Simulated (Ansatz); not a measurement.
`C=C[CH2][AlH][Cl]` + dimethylamine → `C[N](C)[AlH][Cl]` + propene at 298.15 K and 1 bar (ligand exchange at the Al–C bond).

Program: Ansatz. Geometries: PBE0-D4/def2-TZVP. ΔE: electronic, gas phase. CCSD(T)/CBS is the MP2 limit (def2-TZVPP, def2-QZVPP) plus CCSD(T) − MP2 in def2-TZVPP, frozen cores. Each species was taken in one conformer, which may not be the lowest.

```
            species  CCSD(T)/CBS energy (Eh)  H − E (kJ/mol)  S (J/(mol·K))
`C=C[CH2][AlH][Cl]`               -819.61045           226.5          343.5
              `CNC`               -135.00321           256.9          271.4
 `C[N](C)[AlH][Cl]`               -836.90351           261.1          354.4
             `C=CC`               -117.74610           222.5          264.5
```

H − E and S are ideal-gas, rigid-rotor, harmonic terms from PBE0-D4/def2-TZVP, for one conformer and one mirror image of each species. 1 Eh = 2625.50 kJ/mol, R = 8.31446 J/(mol·K).

Q: By hand: ΔE, ΔH, ΔS and ΔG.

A: ΔE = (-836.90351) + (-117.74610) − (-819.61045) − (-135.00321) = -0.03595 Eh = -94.4 kJ/mol. Δ(H − E) = 261.1 + 222.5 − 226.5 − 256.9 = 0.2, so ΔH = -94.2 kJ/mol. ΔS = 354.4 + 264.5 − 343.5 − 271.4 = 4.0 J/(mol·K). ΔG = -94.2 − 298.15 × (4.0)/1000 = -95.4 kJ/mol.

Q: By hand: the equilibrium constant, and the temperature at which ΔG would vanish if ΔH and ΔS stayed fixed.

A: log₁₀ K = −ΔG/(RT ln 10) = 16.7. ΔH and −TΔS have one sign here, so there is no such temperature.

The number of gas molecules stays the same, so ΔS is small and ΔH decides. A doubt of 5 kJ/mol in ΔE shifts log₁₀ K by 0.9 here. Other conformers and mirror images would add mixing entropy, several J/(mol·K) or more a flexible species. These are equilibria of isolated gas molecules and say nothing of rates. Largest T1 diagnostic: 0.011 (customary marks: 0.02 for closed shells, 0.045 for open ones).

ΔS is within the doubt of such terms, so its sign, and with it that verdict, could turn.
